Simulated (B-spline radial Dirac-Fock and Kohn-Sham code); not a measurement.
# Ionisation energies of thulium ions, computed and tabulated

Level of theory: ΔSCF Dirac-Fock with Breit, self-energy and vacuum polarisation, finite nucleus, configuration average; an atomic code on a B-spline grid. Each value is the difference of the configuration-average energies of two neighbouring ions in their tabulated ground configurations. No correlation. NIST's values refer to the lowest levels; many for high charge states are themselves semi-empirical or theoretical. Where a p, d or f shell is open in either ion the computed value averages over both j values and all terms, while the table refers to the lowest levels; that difference holds spin-orbit splitting (largest in heavy or highly charged ions), term energies where several electrons share open shells, and correlation, and it can reach 10 % or more.

```
  ion      configuration  computed (eV)   NIST (eV)            kind  NIST − computed (eV)
Tm³⁶⁺  [Ar] 3d10 4s2 4p3         1613.2    1591 ± 5     theoretical                -22.19
Tm³⁷⁺  [Ar] 3d10 4s2 4p2         1664.1    1706 ± 4     theoretical                +41.91
Tm³⁸⁺  [Ar] 3d10 4s2 4p1         1715.5    1761 ± 4     theoretical                +45.54
Tm³⁹⁺      [Ar] 3d10 4s2         1889.2    1889 ± 4     theoretical                 -0.25
Tm⁴⁰⁺      [Ar] 3d10 4s1         1944.8  1945.2 ± 1  semi-empirical                 +0.38
Tm⁴¹⁺          [Ar] 3d10         3317.3    3298 ± 4     theoretical                -19.28
Tm⁴²⁺           [Ar] 3d9         3434.3    3409 ± 4     theoretical                -25.33
Tm⁴³⁺           [Ar] 3d8         3552.9    3528 ± 4     theoretical                -24.95
Tm⁴⁴⁺           [Ar] 3d7         3673.1    3653 ± 4     theoretical                -20.13
Tm⁴⁵⁺           [Ar] 3d6         3794.9    3775 ± 4     theoretical                -19.87
Tm⁴⁶⁺           [Ar] 3d5         3918.2    3895 ± 4     theoretical                -23.18
Tm⁴⁷⁺           [Ar] 3d4         4043.0    4075 ± 4     theoretical                +31.96
Tm⁴⁸⁺           [Ar] 3d3         4169.5    4199 ± 4     theoretical                +29.54
Tm⁴⁹⁺           [Ar] 3d2         4297.4    4335 ± 4     theoretical                +37.57
Tm⁵⁰⁺           [Ar] 3d1         4427.0    4461 ± 4     theoretical                +34.05
Tm⁵¹⁺       [Ne] 3s2 3p6         4895.2    4812 ± 4     theoretical                -83.19
Tm⁵²⁺       [Ne] 3s2 3p5         5010.4    4922 ± 4     theoretical                -88.39
Tm⁵³⁺       [Ne] 3s2 3p4         5126.5    5044 ± 5     theoretical                -82.53
Tm⁵⁴⁺       [Ne] 3s2 3p3         5243.6    5157 ± 5     theoretical                -86.59
Tm⁵⁵⁺       [Ne] 3s2 3p2         5361.6    5527 ± 5     theoretical               +165.40
```

Q: Where in this range is the largest relative jump, and why?

A: From Tm⁴⁰⁺ (1944.8 eV) to Tm⁴¹⁺ (3317.3 eV), a factor of 1.71. The configuration goes from [Ar] 3d10 4s1 to [Ar] 3d10, so the next electron comes out of a deeper subshell.
